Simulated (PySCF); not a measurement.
A GIAO shielding run with PySCF 2.14.0 with density-fitted response routines (density fitting, non-relativistic, gas phase) on SMILES C=C[Si@@H](Cl)N1[SiH2]C[SiH2][SiH2]1, C3H12ClNSi4:

```
$ OMP_NUM_THREADS=1 python probes_run.py task.json out

{"job": {"kind": "nmr", "xc": "PBE0", "basis": "pcSseg-1"}, "charge": 0, "multiplicity": 1}
C      3.880848     0.096308     0.559517
C      2.846042     0.370544    -0.219005
Si     1.492796    -0.847942    -0.677089
Cl     1.812023    -2.573445     0.312235
N     -0.073588    -0.260692    -0.231191
Si    -1.271075    -1.382525     0.388276
C     -2.940183    -0.472035     0.370317
Si    -2.705545     1.381464    -0.020132
Si    -0.447435     1.448732    -0.438732
H      4.012142    -0.880912     0.995382
H      4.639538     0.826943     0.796236
H      2.758377     1.364676    -0.637967
H      1.506375    -1.163015    -2.109860
H     -0.896645    -1.763122     1.754621
H     -1.302731    -2.550569    -0.499082
H     -3.433385    -0.614215     1.328740
H     -3.592092    -0.935528    -0.366665
H     -3.572593     1.773814    -1.143981
H     -3.152559     2.194880     1.122731
H      0.028191     1.804669    -1.785106
H      0.402578     2.198911     0.500283
```

Hardware: 1 thread of an Arm Neoverse N1, shared host. The job also computes population analyses, field gradients, ring-centre shieldings.

(1) How large is the calculation?

(2) How long does it take, and how much memory does it need?

Results:

(1) 110 electrons, 248 basis functions and 1402 auxiliary functions.

(2) 110 s of wall time, with 14 SCF cycles and 5 response iterations; peak memory 1.2 GiB. Times on a shared host scatter by some tens of per cent.
